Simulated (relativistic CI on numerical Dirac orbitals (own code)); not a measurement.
# Crystal-field levels of Rh⁵⁺, 4d4

Calculated by Dirac-Coulomb-Breit CI, KLI orbitals optimised for each configuration, a model potential for QED, one configuration in a parametric crystal field, unscaled Slater integrals (own radial code). With so little scaling, terms lie 10 to 35 % too far apart, which can change the order of excited levels.

Field parameters in Wybourne normalisation: Oh B⁴₀ = 21Dq, B⁴₄ = √(5/14) B⁴₀. The field is a parameter set, without covalency.

S and J are read from ⟨S²⟩ = S(S + 1) and ⟨J²⟩ = J(J + 1) of each level; they are not fictitious spins.

Oh, 10Dq = 8500 cm⁻¹, the lowest 10 levels:

```tsv
E (cm⁻¹)	Degeneracy	Irrep	S	J
0.0	1	A1	1.97	2.17
342	3	T1	1.98	2.44
653	2	E	1.99	2.70
829	3	T2	1.99	2.84
1018	1	A2	1.99	3.00
8627	3	T2	1.99	2.47
8726	3	T1	1.99	2.77
8854	1	A1	1.98	3.18
9844	3	T1	1.98	3.44
9890	2	E	1.98	3.54
```

Oh, 10Dq = 42600 cm⁻¹, the lowest 10 levels:

| E (cm⁻¹) | Degeneracy | Irrep | S | J |
| --- | --- | --- | --- | --- |
| 0.0 | 1 | A1 | 1.02 | 4.31 |
| 1174 | 3 | T1 | 1.02 | 4.19 |
| 2742 | 2 | E | 1.01 | 3.80 |
| 2752 | 3 | T2 | 1.00 | 3.87 |
| 14814 | 3 | T2 | 0.05 | 4.53 |
| 16218 | 2 | E | 0.04 | 4.62 |
| 18553 | 1 | A2 | 2.00 | 3.00 |
| 18605 | 3 | T2 | 1.99 | 2.98 |
| 18659 | 2 | E | 1.99 | 2.95 |
| 18702 | 3 | T1 | 1.99 | 2.93 |

Oh, 10Dq = 35800 cm⁻¹, the lowest 10 levels:

```csv
E (cm⁻¹),Degeneracy,Irrep,S,J
0.0,1,A1,1.04,4.25
1221,3,T1,1.04,4.16
2800,2,E,1.03,3.79
2854,3,T2,1.01,3.88
12111,1,A2,2.00,3.00
12204,3,T2,1.98,2.98
12303,2,E,1.97,2.96
12385,3,T1,1.97,2.96
12452,1,A1,1.97,2.95
14738,3,T2,0.07,4.56
```

Oh, 10Dq = 28950 cm⁻¹, the lowest 10 levels:

```json
{"E (cm⁻¹)": "0.0", "Degeneracy": "1", "Irrep": "A1", "S": "1.18", "J": "4.04"}
{"E (cm⁻¹)": "1259", "Degeneracy": "3", "Irrep": "T1", "S": "1.20", "J": "3.98"}
{"E (cm⁻¹)": "2805", "Degeneracy": "2", "Irrep": "E", "S": "1.24", "J": "3.64"}
{"E (cm⁻¹)": "3067", "Degeneracy": "3", "Irrep": "T2", "S": "1.15", "J": "3.80"}
{"E (cm⁻¹)": "6022", "Degeneracy": "1", "Irrep": "A2", "S": "2.00", "J": "3.00"}
{"E (cm⁻¹)": "6385", "Degeneracy": "3", "Irrep": "T2", "S": "1.89", "J": "3.10"}
{"E (cm⁻¹)": "6695", "Degeneracy": "2", "Irrep": "E", "S": "1.83", "J": "3.13"}
{"E (cm⁻¹)": "6773", "Degeneracy": "3", "Irrep": "T1", "S": "1.86", "J": "3.16"}
{"E (cm⁻¹)": "6847", "Degeneracy": "1", "Irrep": "A1", "S": "1.88", "J": "3.14"}
{"E (cm⁻¹)": "14897", "Degeneracy": "3", "Irrep": "T2", "S": "0.10", "J": "4.60"}
```

Oh, 10Dq = 22150 cm⁻¹, the lowest 16 levels:

| E (cm⁻¹) | Degeneracy | Irrep | S | J |
| --- | --- | --- | --- | --- |
| 0.0 | 1 | A1 | 1.71 | 3.17 |
| 742 | 3 | T1 | 1.82 | 3.07 |
| 1361 | 2 | E | 1.92 | 2.96 |
| 1642 | 3 | T2 | 1.95 | 3.00 |
| 1968 | 1 | A2 | 2.00 | 3.00 |
| 5151 | 1 | A1 | 1.39 | 3.92 |
| 5640 | 3 | T1 | 1.26 | 4.01 |
| 6101 | 3 | T2 | 1.06 | 3.90 |
| 6432 | 2 | E | 1.12 | 3.78 |
| 16716 | 3 | T2 | 0.21 | 4.62 |
| 18157 | 2 | E | 0.23 | 4.87 |
| 21549 | 1 | A1 | 1.57 | 3.52 |
| 22151 | 3 | T1 | 1.70 | 3.23 |
| 22796 | 3 | T2 | 1.90 | 2.57 |
| 23007 | 3 | T1 | 1.63 | 3.78 |
| 23326 | 2 | E | 1.68 | 3.74 |

The free-ion ground term has S = 2. The field overcomes the spin-pairing energy for Oh, 10Dq = 42600 cm⁻¹; Oh, 10Dq = 35800 cm⁻¹; Oh, 10Dq = 28950 cm⁻¹, where the ground state has lower spin; these fields are assumed values.

Levels of this model without a field, named by their leading LS term: ⁵D0 0, ⁵D1 628, ⁵D2 1679, ⁵D3 2994, ⁵D4 4477, ³P0 21805, ³H4 22174, ³H5 23628 cm⁻¹.
